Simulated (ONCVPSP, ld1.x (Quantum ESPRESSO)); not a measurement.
**Potentials for phosphorus compared**

Generated with ld1.x 7.5 (TM, RRKJ, ultrasoft, PAW), atompaw 4.2 or ONCVPSP 4.0.1. The cutoff is in Ry: for ld1.x and atompaw files where the sum of valence levels is converged to 10 mRy in a Bessel basis, for ONCV files where the hardest occupied wave has 1 mHa per electron of residual kinetic energy. The error is the largest all-electron minus pseudo excitation energy over each file’s own four to seven test configurations (ionisations up to +4, promotions, holes and added fractions of an electron), all of which were solved. The labels leave out finer settings (local radius, basis sizes, second energies), which also bear on the numbers. Spin-polarised tests are not counted. The rows are a selection from randomly drawn settings: files with unsolved tests, undetermined cutoffs or missed reference levels are left out.

```tsv
potential	cutoff (Ry)	largest error (meV)	bound ghosts
TM, PBE, scalar-relativistic, rc 1.55/2.00 (sp), local smoothed, core correction yes, reference 3s2 3p3	21	+63	none
ONCV, PBE, non-relativistic, rc 1.35/1.75/1.35 (spd), local smoothed, core correction no, reference 3s2 3p3, qcut 4.5/4.4/6.5, projectors 1/1/2	20	+53	none
RRKJ, LDA (PZ), scalar-relativistic, rc 1.25/1.55 (sp), local s, core correction yes, reference 3s2 3p3	45	+217	none
```

Question: Fill in the row for P: TM semilocal, PBE, scalar-relativistic, rc 1.60/1.65 (sp), local s, core correction yes, reference 3s2 3p2.5.

Answer: cutoff 25 Ry, largest error +155 meV, bound ghosts: none.

Question: Fill in the row for P: TM, LDA (PZ), scalar-relativistic, rc 1.15/1.80/1.45 (spd), local d, core correction no, reference 3s2 3p3.

Answer: cutoff 55 Ry, largest error +327 meV, bound ghosts: none.
